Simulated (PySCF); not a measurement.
Computed Raman spectrum (relative Raman activity) of a molecule C2H6OSi2. The structure is a stationary point at B3LYP-D3(BJ)/def2-SVP. The values are those of a single conformer. Computed with PySCF with B3LYP-D3(BJ)/def2-SVP. Frequencies are harmonic and unscaled.

Lines under 2 % of the strongest are left out, and lines within 2 cm⁻¹ are merged.

```csv
ν (cm⁻¹),relative intensity
408,6.0
438,3.4
593,7.4
662,2.6
682,6.1
781,2.7
888,2.4
902,2.1
961,5.5
1058,5.0
1542,4.2
2190,66
2197,59
2236,70
3114,60
3135,100
3868,28
```

Which molecule gave these data?
(A) O[Si@@H]1C=C[SiH2]1
(B) O=C1[SiH2]C[SiH2]1
(C) [SiH3][Si@@H]1C=CO1
(D) [SiH3]C1=C[SiH2]O1

A, O[Si@@H]1C=C[SiH2]1
